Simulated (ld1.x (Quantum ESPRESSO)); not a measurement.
# An all-electron radial function and its pseudo partner (rubidium)

Columns: radius, all-electron u(r) and pseudo u(r) of the 5p shell (level -0.78 eV) of rubidium in the configuration [Ar] 3d10 4s2 4p6 5s1 5p0; LDA (PZ), scalar-relativistic, PAW scheme, ld1.x (Quantum ESPRESSO) 7.5.

```csv
r (bohr),all-electron,pseudo
0.150,0.0266,0.0124
0.300,-0.0668,0.0475
0.450,-0.0690,0.1000
0.600,-0.0138,0.1615
0.750,0.0503,0.2228
0.900,0.1010,0.2747
1.050,0.1325,0.3097
1.200,0.1456,0.3234
1.350,0.1437,0.3143
1.500,0.1305,0.2846
1.650,0.1093,0.2387
1.800,0.0829,0.1827
1.950,0.0532,0.1230
2.100,0.0218,0.0652
2.250,-0.0102,0.0129
2.400,-0.0420,-0.0321
2.550,-0.0730,-0.0700
2.700,-0.1030,-0.1025
2.850,-0.1315,-0.1315
3.000,-0.1586,-0.1586
3.150,-0.1840,-0.1840
3.300,-0.2079,-0.2079
3.450,-0.2302,-0.2302
3.600,-0.2509,-0.2509
3.750,-0.2700,-0.2700
3.900,-0.2876,-0.2876
```

Q: How many radial nodes do the two functions have?

A: The all-electron 5p function has n − l − 1 = 3; the pseudo-wave has 1, since 1 lower shell of the same l stays in the valence.

Q: At about which radius was the pseudo-wave matched?

A: 3.00 bohr, where the columns begin to agree (steps of 0.15 bohr).

Q: Is the pseudo-wave norm-conserving?

A: No, it belongs to a PAW set: the norm inside the radius is not constrained, and the difference is carried by the augmentation charge.
